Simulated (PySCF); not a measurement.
MgF, SMILES [F][Mg+], charge +1. Atoms are numbered in the order given.

```xyz
2

Mg     0.0000     0.0000    -0.7302
F      0.0000     0.0000     0.9737
```
Charge +1, spin multiplicity 1.

Geometry: r2SCAN-D4/def2-TZVPD. The multiplicity is an assumed one; other spin states were not compared.

These are PySCF 2.14.0 with C-PCM-ωB97X/def2-TZVPD values and carry that method's errors.

The values are the electrostatic part of the solvation free energy, E(continuum) − E(gas) at the gas-phase geometry, in a cavity of scaled van der Waals radii (PySCF's table); cavitation and dispersion terms are not included. A continuum can't describe solvent molecules that bind to the metal. In vacuum the orbital gap is 10.87 eV.

Computed values in water (ε = 78.36), chloroform (ε = 4.71), toluene (ε = 2.37):
```json
[
 {"solvent": "water", "ε": "78.36", "ΔG(elec) (kcal/mol)": "-111.2", "gap (eV)": "13.40"},
 {"solvent": "chloroform", "ε": "4.71", "ΔG(elec) (kcal/mol)": "-88.0", "gap (eV)": "12.89"},
 {"solvent": "toluene", "ε": "2.37", "ΔG(elec) (kcal/mol)": "-64.1", "gap (eV)": "12.34"}
]
```
